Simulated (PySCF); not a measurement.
## Orbital picture of RuO⁻

CAM-B3LYP at R = 1.709 Å; basis Ru def2-TZVPPD with ECP28, O def2-TZVPPD; scalar-relativistic core potentials; PySCF 2.14. State: ⁴Δ (quartet), unpaired electrons π ↑↑, δ ↑. Only the outer orbitals are listed, counted within each symmetry, core potentials removing the inner ones.

```tsv
spin	orbital	occ.	ε (eV)	on Ru (%)	main shells (%)
α	2π	1	-6.65	45	54 O p, 45 Ru d
α	2π	1	-6.65	45	54 O p, 45 Ru d
α	5σ	1	-6.60	35	58 O p, 34 Ru d
α	1δ	1	-3.92	100	100 Ru d
α	1δ	1	-3.15	100	100 Ru d
α	3π	1	-2.17	58	52 Ru d, 42 O p
α	3π	1	-2.17	58	52 Ru d, 42 O p
α	6σ	1	-1.40	99	80 Ru s, 18 Ru d, 8 O p
α	7σ	0	3.95	81	30 Ru p, 26 Ru d, 24 Ru s
β	5σ	1	-5.95	28	65 O p, 26 Ru d
β	2π	1	-4.64	27	72 O p, 26 Ru d
β	2π	1	-4.64	27	72 O p, 26 Ru d
β	1δ	1	-2.12	100	100 Ru d
β	6σ	1	-0.52	114	102 Ru s, 11 Ru d
β	3π	0	4.32	108	84 Ru p, 24 Ru d
β	3π	0	4.32	108	84 Ru p, 24 Ru d
β	7σ	0	4.39	92	68 Ru p, 26 Ru d, 16 O p
```

Which are the highest filled and the lowest empty level, where do they sit, and how wide is the gap?

Highest filled β 6σ at -0.52 eV (in %: 102 Ru s, 11 Ru d); lowest empty α 7σ at 3.95 eV (in %: 30 Ru p, 26 Ru d, 24 Ru s); the gap at CAM-B3LYP is 4.47 eV. An empty level above zero is unbound, and its energy depends on the basis.

The bond order (Mayer) is 1.30, the ⟨S²⟩ is 3.799 and the charge on Ru (Mulliken, basis-dependent) is -0.51. The charge on Ru (Löwdin, basis-dependent) is -0.09. The dipole moment (positive dipole points towards O; it is taken about the centre of mass and depends on that origin) is -1.99 D. The polarisability along the bond is 121.9 bohr³. The polarisability across the bond is 123.6 bohr³.

Shares are Mulliken populations and can fall outside 0 to 100 %.

Spin–orbit coupling is left out. The state is the lowest single determinant that the PBE0 search found; with open d or f shells the true ground state can be another one.
